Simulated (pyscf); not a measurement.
Thermochemistry of product channels of O=SiH–OH + HO–SiH₃ on the singlet surface, in kJ/mol, from ωB97M-D3(BJ)/def2-TZVP energies (ideal gas, 1 atm, RRHO with modes under 100 cm⁻¹ raised to 100, one conformer, R ln 2 for chiral ones without a mode under 150 cm⁻¹). Optimised with ωB97X-D3(BJ)/def2-SVP in PySCF.

```json
[
 {"products": "HO–SiH(OH)–O–SiH₃", "ΔE": "-297.8", "ΔH(298 K)": "-290.3", "ΔG(298 K)": "-244.4", "ΔG(600 K)": "-199.2"},
 {"products": "HO–SiH₂–O–SiH₂–OH", "ΔE": "-289.2", "ΔH(298 K)": "-279.3", "ΔG(298 K)": "-228.1", "ΔG(600 K)": "-177.0"}
]
```

These are energies of the channels, which say nothing of barriers. O=SiH–OH lies 41.2 kJ/mol over its isomer HO–Si:–OH [singlet] (electronic energy, ωB97M-D3(BJ)/def2-TZVP).
